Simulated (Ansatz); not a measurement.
Start from `B[SiH2]N` and change one atom or group to get `B[SiH](N)Cl`.

Ansatz, PBE0-D4/def2-TZVP geometries, multiplicity 1. Each molecule was computed in one conformer, which needn't be the lowest.

```tsv
property	`B[SiH2]N`
HOMO–LUMO gap (PBE0/def2-TZVPP) / eV	5.01
ideal-gas entropy at 298 K and 1 bar (rigid rotor, harmonic PBE0-D4/def2-TZVP) / J/(mol·K)	304
size of the dipole moment (B3LYP/def2-TZVPP) / D	1.19
HOMO energy (PBE0/def2-TZVPP) / eV	-7.26
LUMO energy (PBE0/def2-TZVPP) / eV	-2.25
LUMO energy (B3LYP/def2-TZVPP) / eV	-2.46
```

Q: Give the same properties after the change, and the shifts. (Estimate.)

A: Ansatz gave: 
```tsv
property	`B[SiH](N)Cl`	shift
HOMO–LUMO gap (PBE0/def2-TZVPP) / eV	7.22	2.21
ideal-gas entropy at 298 K and 1 bar (rigid rotor, harmonic PBE0-D4/def2-TZVP) / J/(mol·K)	326	22
size of the dipole moment (B3LYP/def2-TZVPP) / D	3.13	1.94
HOMO energy (PBE0/def2-TZVPP) / eV	-7.63	-0.37
LUMO energy (PBE0/def2-TZVPP) / eV	-0.41	1.84
LUMO energy (B3LYP/def2-TZVPP) / eV	-0.63	1.83
```

With PBE0 the HOMO falls by 0.37 eV and the LUMO rises by 1.84 eV, so the gap widens by about 2.21 eV. PBE moves the HOMO by -0.54 eV and ωB97M-V by -0.19 eV. Dipoles are sizes alone; their direction can turn.

B3LYP here is the variant with VWN-RPA as its local correlation; programs differ in this.
